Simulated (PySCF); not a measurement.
Job for PySCF: R-HF/STO-3G on NaLi, 2S+1 = 1, a spin state set in the input, which need not be the lowest, a point of a bond scan (R = 3.104 Å).

```python
from pyscf import gto, scf, dft, mp
from pyscf.data.elements import chemcore

mol = gto.M(
    atom='''
    Li    0.00000000    0.00000000    0.00000000
    Na    0.00000000    0.00000000    3.10423900
    ''',
    basis='sto-3g',
    charge=0, spin=0, verbose=3, max_memory=1800)
mf = scf.RHF(mol)
mf.conv_tol = 1e-8
mf.max_cycle = 100
mf.kernel()
if not mf.converged:
    mf = mf.newton().run(mf.mo_coeff, mf.mo_occ)
```

Problem. Give the final energy of this run.

Solution. -167.1958 hartree.
